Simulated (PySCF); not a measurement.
F2Si, SMILES F[Si]F (connectivity only; charge and spin as stated), charge +1, multiplicity 2. Geometry: r2SCAN-D4/def2-TZVP. The isomer is the one that the SMILES or the coordinates give; other isomers of the formula were not compared.

All values below come from r2SCAN-D4/def2-TZVP in PySCF.

Harmonic wavenumbers (cm⁻¹): 290, 933, 1124. Rotational constants (GHz): 52.76, 7.529, 6.589; symmetry number 2.

**Question.** Work out the zero-point energy and the ideal-gas rigid-rotor harmonic-oscillator thermochemistry at 298.15 K and 1 atm.

**Answer.** ZPE = ½ Σ hcν = ½ × 2348 cm⁻¹ = 3.36 kcal/mol. H − E(el) = 6.04 kcal/mol. Entropy in cal/(mol K): translation 38.48, rotation 20.96, vibration 1.65, spin 1.38, total 62.47. G − E(el) = -12.58 kcal/mol. Cp = 10.36 cal/(mol K).
